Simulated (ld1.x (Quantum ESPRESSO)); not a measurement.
# cobalt (Co), PAW: configuration errors across variants

- Element: Co (Z = 27)
- Generator: ld1.x (Quantum ESPRESSO) 7.5
- Type: PAW
- Functional: PBEsol
- Relativity: non-relativistic
- Frozen core: [Ne]
- Valence charge: 17
- Reference configuration: 3s2 3p6 3d6 4s0 4p0 (charge +3)
- Partial waves: 3s (bound): rcut 1.30, rcutus 1.35 bohr; 4s (bound, empty): rcut 1.30, rcutus 1.35 bohr; 3p (bound): rcut 1.10, rcutus 1.20 bohr; 4p (bound, empty): rcut 1.10, rcutus 1.20 bohr; 3d (bound): rcut 0.95, rcutus 1.15 bohr; 3d channel at 1.15 Ry: rcut 0.95, rcutus 1.15 bohr
- Local potential: all-electron potential smoothed inside 0.95 bohr (lloc = -1)
- Core correction: Bessel-smoothed model core inside 1.00 bohr
- Augmentation charge: BESSEL, radius 0.95 bohr

All-electron excitation energies from the reference (eV): (1) 3s2 3p6 3d7 4s2 4p0 -61.410; (2) 3s2 3p6 3d7 4s1 4p0 -52.516; (3) 3s2 3p6 3d7 4s0 4p0 -36.069; (4) 3s2 3p6 3d7.5 4s1.5 4p0 -62.562; (5) 3s2 3p6 3d5 4s0 4p0 55.638; (6) 3s2 3p6 3d7 4s1 4p1 -57.175; (7) 3s2 3p6 3d7 4s0 4p2 -52.709.

The overlap operator is not positive definite (basis up to 400 Ry) in “base”, “wave 3d channel at 1.15 Ry: rcut 0.95, rcutus 1.15 bohr becomes 3d channel at 0.09 Ry: rcut 0.95, rcutus 1.15 bohr”, “waves 3p (bound): rcut 1.10, rcutus 1.50 bohr; 4p (bound): rcut 1.10, rcutus 1.50 bohr”, “local potential all-electron potential smoothed inside 0.88 bohr (lloc = -1)”, “core correction Bessel-smoothed model core inside 0.44 bohr”. Such files are unfit for use, however small their errors in these radial tests.

3 further variants failed, have other tests or another functional or relativity, and are left out.

Errors AE − PS in meV (a dash: test not solved or not reliable):

| change | (1) | (2) | (3) | (4) | (5) | (6) | (7) | bound ghosts |
| --- | --- | --- | --- | --- | --- | --- | --- | --- |
| base | -0.3 | +0.5 | +1.9 | +0.4 | +6.2 | +0.5 | +1.4 | not determined (overlap not positive) |
| wave 3d channel at 1.15 Ry: rcut 0.95, rcutus 1.15 bohr becomes 3d channel at 0.09 Ry: rcut 0.95, rcutus 1.15 bohr | -0.3 | +0.6 | +2.1 | +0.5 | +6.6 | +0.6 | +1.6 | not determined (overlap not positive) |
| waves 3p (bound): rcut 1.10, rcutus 1.50 bohr; 4p (bound): rcut 1.10, rcutus 1.50 bohr | – | – | – | – | – | – | – | not determined (overlap not positive) |
| local potential all-electron potential smoothed inside 0.88 bohr (lloc = -1) | -0.1 | +0.6 | +1.8 | +0.7 | +5.8 | +0.6 | +1.3 | not determined (overlap not positive) |
| core correction Bessel-smoothed model core inside 0.44 bohr | +0.2 | +0.9 | +2.1 | +0.9 | +7.0 | +0.7 | +1.6 | not determined (overlap not positive) |

(1) Give the same row for: type TM; waves now 3s (bound): rc 1.35 bohr; 3p (bound): rc 1.20 bohr; 3d (bound): rc 1.15 bohr; local potential all-electron potential smoothed inside 0.90 bohr (lloc = -1).

Results:

(1) +1046, +692, +7.3, +671, +32, +588, +27; bound ghosts: none.
